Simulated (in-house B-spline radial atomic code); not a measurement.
Ionisation energies with and without relativity, with size and susceptibility from the Dirac run. Dirac energy differences include first-order Breit, QED and recoil terms. NIST's values go from ground level to ground level; the uncertainty of those that are theory runs from under 0.1 % in few-electron ions to several per cent in heavy many-electron ones. Computed with a B-spline radial code for spherical atoms: non-relativistic Hartree-Fock and Dirac-Hartree-Fock, averages of the configuration (point nuclei without relativity, finite nuclei with it).

Some pairs differ by more than the removed electron.

| ion | configuration | configuration after | ionisation non-relativistic (eV) | ionisation Dirac Breit and QED (eV) | tabulated value (eV) | radius at density 0.001 (bohr) | diamagnetic susceptibility (10⁻⁶ cm³/mol) |
| --- | --- | --- | --- | --- | --- | --- | --- |
| Pm+ | [Xe] 4f5 6s1 | [Xe] 4f5 | 9.664 | 10.119 | 10.938 | 4.61 | -48.402 |
| Sm+ | [Xe] 4f6 6s1 | [Xe] 4f6 | ? | ? | ? | ? | ? |
| Eu+ | [Xe] 4f7 6s1 | [Xe] 4f7 | ? | ? | ? | ? | ? |
| Gd+ | [Xe] 4f7 5d1 6s1 | [Xe] 4f7 5d1 | 10.443 | 11.089 | 12.076 | 4.652 | -47.79 |
| Tb+ | [Xe] 4f9 6s1 | [Xe] 4f9 | 10.063 | 10.638 | 11.513 | 4.509 | -44.737 |
| Dy+ | [Xe] 4f10 6s1 | [Xe] 4f10 | 10.157 | 10.764 | 11.647 | 4.486 | -43.902 |
| Ho+ | [Xe] 4f11 6s1 | [Xe] 4f11 | 10.250 | 10.891 | 11.781 | 4.463 | -43.096 |
| Er+ | [Xe] 4f12 6s1 | [Xe] 4f12 | 10.341 | 11.017 | 11.916 | 4.44 | -42.318 |
| Tm+ | [Xe] 4f13 6s1 | [Xe] 4f13 | 10.430 | 11.143 | 12.065 | 4.418 | -41.566 |
| Yb+ | [Xe] 4f14 6s1 | [Xe] 4f14 | 10.518 | 11.269 | 12.17919 | 4.396 | -40.838 |
| Lu+ | [Xe] 4f14 6s2 | [Xe] 4f14 6s1 | 11.798 | 12.597 | 14.13 | 4.743 | -46.193 |
| Hf+ | [Xe] 4f14 5d1 6s2 | [Xe] 4f14 5d2 | 10.322 | 13.584 | 14.61 | 4.676 | -46.43 |
| Ta+ | [Xe] 4f14 5d3 6s1 | [Xe] 4f14 5d3 | 12.154 | 13.487 | 16.2 | 4.414 | -43.076 |
| W+ | [Xe] 4f14 5d4 6s1 | [Xe] 4f14 5d4 | 12.567 | 14.080 | 16.37 | 4.339 | -42.854 |
| Re+ | [Xe] 4f14 5d5 6s1 | [Xe] 4f14 5d5 | ? | ? | ? | ? | ? |
| Os+ | [Xe] 4f14 5d6 6s1 | [Xe] 4f14 5d6 | 13.285 | 15.163 | 17 | 4.186 | -42.023 |

Q: Fill in the row of Sm+.

A: ionisation non-relativistic (eV): 9.768; ionisation Dirac Breit and QED (eV): 10.252; tabulated value (eV): 11.078; radius at density 0.001 (bohr): 4.584; diamagnetic susceptibility (10⁻⁶ cm³/mol): -47.434.

Q: Fill in the row of Eu+.

A: ionisation non-relativistic (eV): 9.869; ionisation Dirac Breit and QED (eV): 10.382; tabulated value (eV): 11.24; radius at density 0.001 (bohr): 4.558; diamagnetic susceptibility (10⁻⁶ cm³/mol): -46.501.

Q: Fill in the row of Re+.

A: ionisation non-relativistic (eV): 12.941; ionisation Dirac Breit and QED (eV): 14.636; tabulated value (eV): 16.6; radius at density 0.001 (bohr): 4.262; diamagnetic susceptibility (10⁻⁶ cm³/mol): -42.484.
